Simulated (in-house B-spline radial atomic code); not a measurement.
A calculation on Zn5+: its settings, and results tabulated from the run. All numbers are computed (scalar-relativistic (X2C) LDA exchange-only, spin-polarised, spherical fractional occupations; Fermi nucleus of rms radius 3.9283 fm) with an all-electron radial atomic-structure program (B-spline basis), not measured.

Command:
```bash
python run_scf.py task.json out
```
Settings (nuclear radius in fm, mass in u):
```
Z                30
configuration    [Ar] 3d7
hamiltonian      x2c
method           lda,
spin_polarised   True
nucleus          fermi
rms_radius       3.9283
atomic_mass      63.92914
speed_of_light   137.035999084
```

Output (hartree, bohr):
```
 radial grid: 66 intervals, B-splines of order 8, outer radius 12.1053 bohr

 iter        energy (Eh)    residual
    1       -1762.092649    9.40e-01
    2       -1772.553208    8.45e-01
    3       -1782.183206    1.75e-01
    4       -1782.710482    2.94e-02
    5       -1782.719786    1.68e-02
    6       -1782.723989    5.20e-03
    7       -1782.724519    1.61e-04
    8       -1782.724519    7.70e-06
    9       -1782.724519    7.68e-08

 total energy                     -1782.72452
 kinetic                            1816.8616
 electron-nucleus                  -4222.3880
 Hartree                             686.5474
 exchange-correlation                -63.7456

 orbital      occ     eigenvalue          <r>       <r^2>       <1/r>       r_max
 1s up      1.000      -352.4171    0.0500279  0.00337922     30.7092     0.03255
 1s down    1.000      -352.4160    0.0500272  0.00337911     30.7095     0.03255
 2s up      1.000       -45.9704     0.226503   0.0605898     6.65419      0.1897
 2s down    1.000       -45.8722     0.226236   0.0604424     6.66301      0.1896
 2p up      3.000       -40.3482     0.198526   0.0483512     6.46012      0.1521
 2p down    3.000       -40.2729     0.198229   0.0481957     6.46791       0.152
 3s up      1.000        -8.0821     0.666144    0.510625     2.15402      0.5837
 3s down    1.000        -7.9127     0.668425    0.514333     2.14471      0.5845
 3p up      3.000        -6.3903     0.686212    0.551484     2.00808      0.5842
 3p down    3.000        -6.2239     0.689683    0.557476     1.99697      0.5854
 3d up      5.000        -3.6258     0.731714    0.659808     1.73304      0.5362
 3d down    2.000        -3.4602     0.742711    0.682344     1.71459      0.5398

 Slater integrals (Eh)
   F0(3p up,3p up)               1.315271
   F2(3p up,3p up)               0.659036
   F0(3p up,3p down)             1.312077
   F2(3p up,3p down)             0.657308
   F0(3p up,3d up)               1.277570
   F2(3p up,3d up)               0.613857
   G1(3p up,3d up)               0.748262
   G3(3p up,3d up)               0.461730
   F0(3p up,3d down)             1.268638
   F2(3p up,3d down)             0.608339
   F0(3p down,3p down)           1.308904
   F2(3p down,3p down)           0.655604
   F0(3p down,3d up)             1.274566
   F2(3p down,3d up)             0.612349
   F0(3p down,3d down)           1.265685
   F2(3p down,3d down)           0.606888
   G1(3p down,3d down)           0.741517
   G3(3p down,3d down)           0.456416
   F0(3d up,3d up)               1.252237
   F2(3d up,3d up)               0.597569
   F4(3d up,3d up)               0.375464
   F0(3d up,3d down)             1.243512
   F2(3d up,3d down)             0.592094
   F4(3d up,3d down)             0.371746
   (list cut)
```

Run time, properties included: 0.28 s on 1 thread of Arm Neoverse V1, on a shared host.

One-electron X2C: radii and densities carry no picture-change correction, so inner-shell <1/r> comes out high (for 1s by about 2 % at Z = 33, 5 % at 54, 10 % at 75, 30 % at 118) and <r> low.
